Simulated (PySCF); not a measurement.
B(Et)2(Vi), C₆H₁₃B, SMILES CCB(C=C)CC, GFN2-xTB optimised geometry. Atoms within 1.6 Å of the plane z = 0.0 Å (x, y, z in Å): B1 (-0.34, 0.58, 0.00), C2 (-1.10, 1.97, 0.00), C3 (-2.63, 1.94, 0.13), H4 (-0.84, 2.50, -0.92), H5 (-0.70, 2.59, 0.80), H6 (-2.93, 1.47, 1.06), H7 (-3.07, 1.38, -0.70), H8 (-3.03, 2.95, 0.11), C9 (-1.15, -0.78, -0.01), C10 (-0.34, -2.08, -0.04), H11 (-1.84, -0.78, -0.87), H12 (-1.81, -0.80, 0.87), H13 (0.34, -2.12, 0.81), H14 (0.25, -2.15, -0.95), H15 (-0.99, -2.95, 0.00), C16 (1.21, 0.58, 0.00), C17 (1.99, 1.38, 0.71), H18 (1.72, -0.17, -0.61), H19 (3.07, 1.32, 0.70), H20 (1.58, 2.13, 1.38).

Method: B3LYP/def2-SVP run with PySCF. Cells within 0.4 Å of a nucleus heavier than hydrogen are left out (blank, or x).

Map of the HOMO−1 amplitude (bohr^(-3/2)) on the plane z = 0.0 Å; orbital energy -8.00 eV, overall sign arbitrary:

```
|55555555555555555555555555555|
|55555555555555555555555555555|
|55555555555555555555555555555|
|55555555555555555555555555555|
|55555555555555555555555555555|
|55555666555555555555555555555|
|55556666555555555555555555555|
|55556676544556555555555555555|
|55556676433x66655555555555555|
|5555667xx33xx6555555555555555|
|55556665334686544555544555555|
|55555655455776322466554555555|
|5555555555678x110x87655555555|
|5555555555689xx10x97655555555|
|55555555556897533577665555555|
|55555555445x98655566665555555|
|55555555432xx7655566655555555|
|55555555432x76655555555555555|
|55555555444566545555555555555|
|5555555555567xx44555555555555|
|5555555555667x444555555555555|
|55555555556776555555555555555|
|55555555566776555555555555555|
|55555555556666555555555555555|
|55555555555665555555555555555|
|55555555555555555555555555555|
|55555555555555555555555555555|
|55555555555555555555555555555|
|55555555555555555555555555555|
```
Scale: ten equal steps from -0.233 (start of '0') to 0.177 (end of '9'), in the order '0123456789'; x runs from -5.50 to 5.50, y from -5.50 (bottom) to 5.50 (top).
